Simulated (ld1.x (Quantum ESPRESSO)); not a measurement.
**What one change does to a pseudopotential (Te, TM)**

| Quantity | Value |
| --- | --- |
| Element | tellurium (Te) |
| Generator | ld1.x (Quantum ESPRESSO) 7.5 |
| Type | norm-conserving Troullier–Martins (Kleinman–Bylander form) |
| Functional | PBEsol |
| Relativity | scalar-relativistic |
| Frozen core | [Kr] 4d10 |
| Valence charge | 6 |
| Reference configuration | 5s2 5p4 |
| Partial waves | 5p (bound): rc 1.55 bohr; 5s (bound): rc 1.70 bohr |
| Local potential | the s channel |
| Core correction | none |

Change: core correction a·sin(br)/r model core inside 1.72 bohr.

Cutoffs: the cutoffs (Ry, on a coarse ladder) from which the occupation-weighted sum of valence levels, in a spherical-Bessel basis at the reference potential, stays within 10 and 1 mRy of its value at 400 Ry; they do not see the model core or the augmentation charge, which bear on the density cutoff. Errors are all-electron minus pseudo energies relative to the spin-unpolarised reference configuration.

Question: What does the change do?

Answer: The potential gets neither clearly harder nor softer (50 Ry and 120 Ry → 50 Ry and 120 Ry); both files keep a bound ghost (p); of the 7 tests that both files solve, the error grows in 2 and shrinks in 1 by more than 15 % and 0.3 meV (median size 16.7 → 4.6 meV). A model core, the more so a compact one, raises the density cutoff, which this test does not measure.

| quantity | base | changed |
| --- | --- | --- |
| cutoff, loose | 50 Ry | 50 Ry |
| cutoff, tight | 120 Ry | 120 Ry |
| bound ghosts | p | p |
| error for 5s2 5p3, meV [ΔE 9.75 eV] | -4.4 | -4.6 |
| error for 5s2 5p2, meV [ΔE 27.72 eV] | -21 | -30 |
| error for 5s2 5p1, meV [ΔE 54.68 eV] | -58 | -112 |
| error for 5s1 5p4, meV [ΔE 19.63 eV] | +17 | -15 |
| error for 5s1 5p5, meV [ΔE 9.29 eV] | +19 | -4.5 |
| error for 5s2 5p3.5, meV [ΔE 3.91 eV] | -1.3 | -1.2 |
| error for 5s2 5p4.3, meV [ΔE -1.47 eV] | +0.2 | +0.2 |
| s: phases at 1.85 bohr within 0.05 rad from the reference energy up to (Ry; the scan ends near 5) | 4.2 | 4.2 |
| p: phases at 1.85 bohr within 0.05 rad from the reference energy up to (Ry; the scan ends near 5) | to the end of the scan | to the end of the scan |

 A true bound ghost makes a file unfit for plane-wave use even where its test errors are small: the radial tests pick states by their node count and pass the ghost by.
